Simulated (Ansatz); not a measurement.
Z-matrix (Å, degrees):
```
C
N 1 1.465
H 1 1.094 2 112.9
H 1 1.090 2 108.9 3 -121.3
H 1 1.090 2 108.9 3 121.3
In 2 2.376 1 113.4 3 -179.8
H 2 1.014 1 110.7 3 -58.8
H 2 1.014 1 110.7 3 59.2
H 6 1.738 2 95.9 1 59.5
H 6 1.738 2 96.0 1 -60.0
H 6 1.737 2 97.3 1 179.8
```

Total charge 0; spin multiplicity 1. In: def2 effective core potential.

(1) List the r2SCAN/def2-TZVPP orbital energies in eV (Ansatz 0.2.0). (Best estimate.)

Results:

(1) Ansatz gave: Occupied: -386.80, -274.44, -124.25, -80.91, -80.69, -80.69, -24.67, -18.45, -18.16, -18.10, -18.06, -18.01, -17.97, -14.06, -12.61, -11.71, -10.29, -10.03, -7.61, -6.40, -6.39. Lowest empty: -0.56, 0.94, 1.28, 1.46, 1.47, 2.43, 2.48, 2.70.
